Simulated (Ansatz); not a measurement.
Cost and result for the atomization energy of H$_{7}$NPSbSi (`[SiH3]P[NH][SbH2]`) (11 atoms, 10 bonds).

```json
{"atom": "Si1", "x (Å)": "-0.0077", "y (Å)": "1.8771", "z (Å)": "0.8643"}
{"atom": "P2", "x (Å)": "1.4272", "y (Å)": "0.3741", "z (Å)": "-0.0115"}
{"atom": "N3", "x (Å)": "0.3867", "y (Å)": "-0.6035", "z (Å)": "-0.9464"}
{"atom": "Sb4", "x (Å)": "-1.0974", "y (Å)": "-1.8069", "z (Å)": "-0.2325"}
{"atom": "H5", "x (Å)": "-0.3515", "y (Å)": "2.8710", "z (Å)": "-0.1858"}
{"atom": "H6", "x (Å)": "0.6748", "y (Å)": "2.5643", "z (Å)": "1.9944"}
{"atom": "H7", "x (Å)": "-1.2729", "y (Å)": "1.2636", "z (Å)": "1.3576"}
{"atom": "H8", "x (Å)": "1.5786", "y (Å)": "-0.3600", "z (Å)": "1.2058"}
{"atom": "H9", "x (Å)": "0.8348", "y (Å)": "-0.9276", "z (Å)": "-1.7905"}
{"atom": "H10", "x (Å)": "-1.8898", "y (Å)": "-1.9560", "z (Å)": "-1.7458"}
{"atom": "H11", "x (Å)": "-0.2828", "y (Å)": "-3.2962", "z (Å)": "-0.5097"}
```

The species carries charge 0 and has multiplicity 1. Correlated methods include outer-core shells of Sb, which these sets cover unevenly. Sb takes the def2 core potential. Geometry: relaxed with PBE0-D4/def2-TZVP. It is one conformer, not always the lowest. Program: Ansatz. All runs use 4 threads of an Intel Xeon 6975P-C on a shared host. Times are those of one run each, without the atoms' runs, and a repeat can differ threefold. Electronic energies, without spin–orbit coupling; frozen cores. CCSD(T)/CBS adds CCSD(T) − MP2 in def2-TZVPP to the MP2 limit, and its time is that of the two runs behind it. T1 = 0.014. With those shells the extrapolation isn't a true limit. HSE06 is the plane-wave form, built on full-range PBE exchange.

CCSD(T)/CBS is a level of theory with its own doubt, some kJ/mol a heavy atom from the limit and from the frozen cores, so smaller differences don't rank the functionals.

```json
{"level": "PBE-D4/def2-TZVPP (with forces)", "functions": "263", "atomization (kJ/mol)": "3007.6", "difference from CCSD(T)/CBS": "20.1", "per bond": "2.0"}
{"level": "r2SCAN-D4/def2-TZVPP (with forces)", "functions": "263", "atomization (kJ/mol)": "2959.1", "difference from CCSD(T)/CBS": "-28.4", "per bond": "-2.8"}
{"level": "PBE0-D4/def2-TZVPP", "functions": "263", "atomization (kJ/mol)": "2951.4", "difference from CCSD(T)/CBS": "-36.1", "per bond": "-3.6"}
{"level": "CCSD(T)/def2-SVP", "functions": "111", "atomization (kJ/mol)": "2656.6", "difference from CCSD(T)/CBS": "-330.9", "per bond": "-33.1"}
{"level": "HSE06-D4/def2-TZVPP", "functions": "263", "atomization (kJ/mol)": "2951.2", "difference from CCSD(T)/CBS": "-36.3", "per bond": "-3.6"}
{"level": "BHLYP-D4/def2-TZVPP", "functions": "263", "atomization (kJ/mol)": "2933.9", "difference from CCSD(T)/CBS": "-53.6", "per bond": "-5.4"}
{"level": "MP2/def2-QZVPP", "functions": "489", "atomization (kJ/mol)": "2897.2", "difference from CCSD(T)/CBS": "-90.3", "per bond": "-9.0"}
{"level": "r2SCANh-D4/def2-TZVPP", "functions": "263", "atomization (kJ/mol)": "2939.0", "difference from CCSD(T)/CBS": "-48.5", "per bond": "-4.8"}
{"level": "CCSD(T)/def2-TZVPP", "functions": "263", "atomization (kJ/mol)": "2871.9", "difference from CCSD(T)/CBS": "-115.6", "per bond": "-11.6"}
{"level": "PBE-QIDH/def2-TZVPP", "functions": "263", "atomization (kJ/mol)": "2901.1", "difference from CCSD(T)/CBS": "-86.4", "per bond": "-8.6"}
{"level": "revPBE-D4/def2-TZVPP", "functions": "263", "atomization (kJ/mol)": "2950.4", "difference from CCSD(T)/CBS": "-37.1", "per bond": "-3.7"}
{"level": "CCSD(T)/CBS(def2)", "functions": "–", "atomization (kJ/mol)": "2987.5", "difference from CCSD(T)/CBS": "0.0", "per bond": "0.0"}
{"level": "ωB97X-V/def2-TZVPP", "functions": "263", "atomization (kJ/mol)": "3042.7", "difference from CCSD(T)/CBS": "55.2", "per bond": "5.5"}
```

Problem. Order the runs by time, with rough figures. (Best estimate.)

Solution. Ansatz gave: revPBE-D4/def2-TZVPP 1.4 s; PBE-D4/def2-TZVPP (with forces) 1.8 s; PBE0-D4/def2-TZVPP 2.5 s; BHLYP-D4/def2-TZVPP 2.5 s; HSE06-D4/def2-TZVPP 2.6 s; r2SCAN-D4/def2-TZVPP (with forces) 3.1 s; CCSD(T)/def2-SVP 4.4 s; PBE-QIDH/def2-TZVPP 4.6 s; r2SCANh-D4/def2-TZVPP 4.7 s; ωB97X-V/def2-TZVPP 5.5 s; MP2/def2-QZVPP 16 s; CCSD(T)/def2-TZVPP 72 s; CCSD(T)/CBS(def2) 88 s.

At CCSD(T), def2-SVP lies −330.9 kJ/mol from the extrapolated value and def2-TZVPP −115.5 kJ/mol: correlation converges slowly with the basis, and small sets miss more of it in the bonded molecule than in its fragments. In def2-TZVPP, CCSD(T) changes the Hartree–Fock value by +916.7 kJ/mol (the triples alone add +49.1 kJ/mol) and MP2 by +872.2 kJ/mol; breaking electron pairs costs correlation energy, which Hartree–Fock lacks. Leaving LDA and LC-ωPBE aside and taking each functional with its dispersion term where it has one, the values spread over 141.6 kJ/mol, from PBE-QIDH to ωB97X-V. LDA lies +451.1 kJ/mol from PBE without D4, its usual overbinding.
